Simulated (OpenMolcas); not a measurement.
## Cr4+ in a ligand field

Cr4+ with 6 ligands (oxide) in octahedral coordination (Oh) at 1.93 Å. A charge of +1.33 e stands 3.2 Å behind each ligand. Ligand basis ANO-RCC-VDZP.
```
Cr    0.0000    0.0000    0.0000
O     1.9300    0.0000    0.0000
O     0.0000    1.9300    0.0000
O    -1.9300    0.0000    0.0000
O     0.0000   -1.9300    0.0000
O     0.0000    0.0000    1.9300
O     0.0000    0.0000   -1.9300
```

```
Program             : OpenMolcas
Method              : SS-CASPT2, IPEA 0.25 Eh, imaginary shift 0.1 Eh (closed shells correlated: 3s 3p and the ligand valence shells)
Basis               : ANO-RCC-VTZP [6s5p3d2f1g]
Scalar Hamiltonian  : DKH2, point nucleus
Active space        : 2 electrons in 5 orbitals (3d)
State averaging     : 2S+1 = 3 even, 10 roots; 2S+1 = 1 even, 15 roots
Spin-orbit coupling : state interaction with AMFI integrals over the reference wave functions
```

The lowest spin-free states (labels of O, the rotations of Oh), above the lowest:

```json
{"State": "3T1", "Degeneracy": "3", "E (cm-1)": "0"}
{"State": "1T2", "Degeneracy": "3", "E (cm-1)": "9960"}
{"State": "1E", "Degeneracy": "2", "E (cm-1)": "10340"}
{"State": "3T2", "Degeneracy": "3", "E (cm-1)": "20120"}
{"State": "1A1", "Degeneracy": "1", "E (cm-1)": "22800"}
{"State": "3T1", "Degeneracy": "3", "E (cm-1)": "29150"}
{"State": "1T2", "Degeneracy": "3", "E (cm-1)": "29830"}
{"State": "1T1", "Degeneracy": "3", "E (cm-1)": "32870"}
{"State": "3A2", "Degeneracy": "1", "E (cm-1)": "42770"}
{"State": "1E", "Degeneracy": "2", "E (cm-1)": "49580"}
{"State": "1A1", "Degeneracy": "1", "E (cm-1)": "59960"}
```

The lowest levels with spin-orbit coupling:

```json
{"E (cm-1)": "0", "Degeneracy": "2", "Label": "E", "2S+1": "3"}
{"E (cm-1)": "7", "Degeneracy": "3", "Label": "T2", "2S+1": "3"}
{"E (cm-1)": "390", "Degeneracy": "3", "Label": "T1", "2S+1": "3"}
{"E (cm-1)": "580", "Degeneracy": "1", "Label": "A1", "2S+1": "3"}
{"E (cm-1)": "10160", "Degeneracy": "3", "Label": "T2", "2S+1": "1"}
{"E (cm-1)": "10550", "Degeneracy": "2", "Label": "E", "2S+1": "1"}
{"E (cm-1)": "20180", "Degeneracy": "1", "Label": "A2", "2S+1": "3"}
{"E (cm-1)": "20260", "Degeneracy": "3", "Label": "T2", "2S+1": "3"}
{"E (cm-1)": "20390", "Degeneracy": "3", "Label": "T1", "2S+1": "3"}
{"E (cm-1)": "20400", "Degeneracy": "2", "Label": "E", "2S+1": "3"}
{"E (cm-1)": "23000", "Degeneracy": "1", "Label": "A1", "2S+1": "1"}
{"E (cm-1)": "29120", "Degeneracy": "1", "Label": "A1", "2S+1": "3"}
{"E (cm-1)": "29240", "Degeneracy": "3", "Label": "T1", "2S+1": "3"}
{"E (cm-1)": "29420", "Degeneracy": "3", "Label": "T2", "2S+1": "3"}
{"E (cm-1)": "29480", "Degeneracy": "2", "Label": "E", "2S+1": "3"}
{"E (cm-1)": "30090", "Degeneracy": "3", "Label": "T2", "2S+1": "1"}
{"E (cm-1)": "33080", "Degeneracy": "3", "Label": "T1", "2S+1": "1"}
{"E (cm-1)": "42990", "Degeneracy": "3", "Label": "T2", "2S+1": "3"}
{"E (cm-1)": "49790", "Degeneracy": "2", "Label": "E", "2S+1": "1"}
{"E (cm-1)": "60170", "Degeneracy": "1", "Label": "A1", "2S+1": "1"}
```

Powder χT (cm3 K/mol): 0.0436 at 2 K, 0.121 at 10 K, 0.224 at 50 K, 0.341 at 100 K, 0.561 at 200 K, 0.733 at 300 K. The effective moment at 300 K is 2.828 √(χT) = 2.42 μB.

The lowest level has 2S+1 = 3, for which the spin-only value is χT = S(S+1) / 2 = 1.000 cm3 K/mol (g = 2). The computed 0.733 at 300 K differs by -0.267, through orbital momentum, spin-orbit coupling and any other state in reach. With a threefold ground state the orbital momentum is unquenched, so the spin-only value is not expected to hold.

Roots that are degenerate in the reference are averaged as groups; the widest CASPT2 spread within a group is 94 cm-1 (the 3-fold group of multiplicity 3 near 0 cm-1 above the lowest state of its run). Shifts and gaps below about the spread of the groups concerned are not significant. Over all roots computed the reference weight is 0.57 to 0.59; a low but even weight reflects the number of correlated electrons. An orbital triplet at a regular site is open to Jahn-Teller coupling, which can distort the site and quench the lowest spin-orbit gaps and is left out. The least metal-like active orbital is 78 % on the metal (Löwdin) and no ligand orbital is active, so the numbers are rough. The oxide ions are held by bare point charges, a crude embedding. Ligand-to-metal charge-transfer states are missing. With no ligand orbital active B as a rule stays too high, so bands that hang on it stand too high and its fall with covalency is understated. With one d shell and no ligand orbital active, 10Dq can be off by a tenth or more. No measured value stands beside these numbers; the geometry was imposed, not optimised, and the real ion may take another.
